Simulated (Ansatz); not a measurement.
Calculated with Ansatz (gas phase, PBE0-D4/def2-TZVP geometries, no zero-point term in ΔE). CCSD(T)/CBS is the MP2 limit (def2-TZVPP, def2-QZVPP) plus CCSD(T) − MP2 in def2-TZVPP, frozen cores. This one scheme is used for every species. DFT in def2-TZVPP. Each species was taken in one conformer, which may not be the lowest.

Consider the cleavage of the B–Si bond: `BCB[SiH2]F` + H–F → `BCBF` + `F[SiH3]`.

| level | ΔE (eV) |
| --- | --- |
| revPBE-D4 | -1.59 |
| r2SCAN | -1.80 |

**Question.** What does CCSD(T)/CBS give? (Estimate.)

**Answer.** The calculation gave: -1.72 eV. The listed levels differ from it by 0.13, -0.08 eV.

Largest T1 diagnostic among the species: 0.013.

The D4 term adds +0.08 eV with B3LYP and +0.05 eV with PBE0; it sums over pairs of atoms, weighted by their polarisabilities, and B3LYP, whose exchange is more repulsive, gets the larger term. Leaving LDA and LC-ωPBE aside and taking each functional with its dispersion term where it has one, the values, not all of them listed here, spread over 0.29 eV, from CAM-B3LYP-D4 to revPBE-D4. In def2-TZVPP, CCSD(T) changes the Hartree–Fock value by +0.28 eV (the triples alone add +0.03 eV) and MP2 by +0.25 eV.

B3LYP here is the variant with VWN-RPA as its local correlation; programs differ in this.
